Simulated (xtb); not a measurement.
F6Si2, SMILES F[Si](F)([Si](F)(F)F)F. All values are semi-empirical tight-binding results from xtb (GFN2-xTB unless named), good for trends rather than for accurate numbers. Geometry optimised at GFN2-xTB. The values are those of a single conformer.

Task: Estimate the properties. (The exact figures need the calculation; the answer reports its results.)

Result: 
point group as xtb finds it: D3d
orbital gap: 6.26 eV
dipole moment: 0.00 D
zero-point energy: 11.4 kcal/mol
G − E(el) at 298.15 K (modified RRHO): -10.5 kcal/mol
static polarisability (D4 model): 77.8 bohr³
solvation energy, GFN2-xTB/ALPB(water): 3.7 kcal/mol
solvation energy, GFN2-xTB/ALPB(dmf): 1.2 kcal/mol
